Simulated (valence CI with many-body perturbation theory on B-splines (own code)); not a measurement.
# Level structure of Yb³⁸⁺

Level of theory: valence CI with perturbative core correlation (CI+MBPT): four valence electrons over a frozen Dirac-Fock core [Ar] 3d10, a basis of 11 s, 11 p, 9 d, 7 f, 5 g, 2 h, 1 i functions for each j, with the one-electron correlation potential Σ1, the two-electron term Σ2, the three-electron term Σ3, Breit, model QED; selected CI, second order for the rest (own B-spline code, finite nucleus).

No measured spectrum was set against this ion. As an estimate, large intervals hold to a few tenths of a per cent, small ones and those within an open d or f shell to about a per cent.

Levels 1 to 45 of 69, with energies above the lowest level, (4s^2 4p1/2^2) J=0. "Leading %" is the weight of the configuration and term that name the level; weights of strongly mixed levels are sums over their largest components and can fall short. In the jj column 3d3/2^4 stands for four electrons in 3d with j = 3/2. Lifetimes count E1, E2, E3, M1 and M2 decay at the calculated energies, and are blank where another channel may lead or the interval is too uncertain; long ones can be off by a factor of two.

```
No.  Configuration  Term  J  E (eV)  Leading %                   Leading jj      g  Lifetime
  1        4s2 4p2    3P  0    0.00         71          4s^2 4p1/2^2 (99 %)                 
  2        4s2 4p2    3P  1   66.99         99      4s^2 4p1/2 4p3/2 (99 %)  1.497    502 ns
  3        4s2 4p2    1D  2   70.93         62      4s^2 4p1/2 4p3/2 (99 %)  1.182   22.0 μs
  4        4s2 4p2    3P  2  140.89         62          4s^2 4p3/2^2 (98 %)  1.310    280 ns
  5        4s2 4p2    1S  0  149.47         70          4s^2 4p3/2^2 (98 %)           213 ns
  6         4s 4p3   3P°  2  153.04         43      4s 4p1/2^2 4p3/2 (96 %)  1.588   57.1 ps
  7         4s 4p3   3D°  1  166.53         39      4s 4p1/2^2 4p3/2 (92 %)  1.040   4.20 ps
  8      4s2 4p 4d   3F°  2  205.93         70      4s^2 4p1/2 4d3/2 (95 %)  0.774    237 ps
  9         4s 4p3   5S°  2  213.84         42      4s 4p1/2 4p3/2^2 (82 %)  1.531    245 ps
 10         4s 4p3   3D°  3  220.99         69      4s 4p1/2 4p3/2^2 (69 %)  1.281    146 ps
 11      4s2 4p 4d   3D°  1  222.07         50      4s^2 4p1/2 4d3/2 (85 %)  0.918    898 fs
 12         4s 4p3   3P°  0  231.39         96      4s 4p1/2 4p3/2^2 (96 %)          6.06 ps
 13      4s2 4p 4d   3P°  2  233.47         34      4s^2 4p1/2 4d5/2 (69 %)  1.219   2.64 ps
 14      4s2 4p 4d   3F°  3  234.63         50      4s^2 4p1/2 4d5/2 (67 %)  1.156   3.74 ps
 15         4s 4p3   3P°  1  237.75         52      4s 4p1/2 4p3/2^2 (89 %)  1.258   3.16 ps
 16         4s 4p3   1D°  2  241.14         60      4s 4p1/2 4p3/2^2 (76 %)  1.144   1.86 ps
 17         4s 4p3   3S°  1  242.19         40      4s 4p1/2 4p3/2^2 (91 %)  1.338   1.47 ps
 18      4s2 4p 4d   3D°  2  287.76         52      4s^2 4p3/2 4d3/2 (87 %)  1.092    986 fs
 19      4s2 4p 4d   3P°  1  288.49         51      4s^2 4p3/2 4d3/2 (88 %)  1.137   1.14 ps
 20      4s2 4p 4d   3P°  0  289.80         95      4s^2 4p3/2 4d3/2 (95 %)          1.18 ps
 21      4s2 4p 4d   1D°  2  290.20         32      4s^2 4p3/2 4d5/2 (56 %)  1.291   42.2 ps
 22      4s2 4p 4d   3F°  3  290.26         37      4s^2 4p3/2 4d3/2 (87 %)  1.133   1.16 ps
 23      4s 4p2 4d    5F  1  293.34         47      4s 4p1/2^2 4d3/2 (95 %)  0.398   24.0 ps
 24      4s2 4p 4d   3F°  4  293.85         99      4s^2 4p3/2 4d5/2 (99 %)  1.247    593 ns
 25      4s 4p2 4d    3D  2  295.96         26      4s 4p1/2^2 4d3/2 (89 %)  1.174   28.0 ps
 26      4s2 4p 4d   1P°  1  310.11         42      4s^2 4p3/2 4d5/2 (68 %)  1.218   2.43 ps
 27      4s2 4p 4d   1F°  3  311.25         49      4s^2 4p3/2 4d5/2 (89 %)  1.164   1.49 ps
 28         4s 4p3   3P°  2  312.47         27            4s 4p3/2^3 (52 %)  1.331   1.50 ps
 29      4s 4p2 4d    3D  3  313.77         28      4s 4p1/2^2 4d5/2 (92 %)  1.367   5.50 ps
 30            4p4    3P  2  316.39         25      4s 4p1/2^2 4d5/2 (56 %)  1.176   6.07 ps
 31         4s 4p3   1P°  1  322.52         29            4s 4p3/2^3 (62 %)  1.066   1.08 ps
 32            4p4    3P  2  331.80         33       4p1/2^2 4p3/2^2 (49 %)  1.114   2.19 ps
 33            4p4    1S  0  332.82         53       4p1/2^2 4p3/2^2 (87 %)          2.79 ps
 34      4s 4p2 4d    5D  0  353.26         86  4s 4p1/2 4p3/2 4d3/2 (96 %)          33.7 ps
 35      4s 4p2 4d    5D  1  353.43         56  4s 4p1/2 4p3/2 4d3/2 (97 %)  1.191   33.4 ps
 36      4s 4p2 4d    5F  2  353.97         44  4s 4p1/2 4p3/2 4d3/2 (94 %)  1.119   10.6 ps
 37      4s 4p2 4d    5F  3  355.76         48  4s 4p1/2 4p3/2 4d3/2 (91 %)  1.156   25.6 ps
 38      4s 4p2 4d    5F  4  361.63         35  4s 4p1/2 4p3/2 4d3/2 (82 %)  1.203    138 ps
 39      4s 4p2 4d    5D  4  367.19         52  4s 4p1/2 4p3/2 4d5/2 (96 %)  1.400    310 ps
 40      4s 4p2 4d    3F  2  368.42         63  4s 4p1/2 4p3/2 4d3/2 (77 %)  0.893   4.46 ps
 41      4s 4p2 4d    3G  3  369.01         38  4s 4p1/2 4p3/2 4d3/2 (69 %)  0.874   16.8 ps
 42      4s 4p2 4d    5P  3  370.94         35  4s 4p1/2 4p3/2 4d3/2 (66 %)  1.390   1.33 ps
 43      4s 4p2 4d    5P  2  373.17         36  4s 4p1/2 4p3/2 4d3/2 (88 %)  1.467   1.02 ps
 44      4s 4p2 4d    5P  1  373.59         28  4s 4p1/2 4p3/2 4d3/2 (89 %)  1.621   1.19 ps
 45      4s 4p2 4d    3D  1  375.68         24  4s 4p1/2 4p3/2 4d3/2 (72 %)  1.181   1.73 ps
```

The ionisation energy to 4s2 4p 2P°_1/2 of the next ion comes out as 1791.4 eV (NIST: 1789 ± 4 eV (theoretical)). All 69 levels together are meant to be complete up to 416.39 eV.
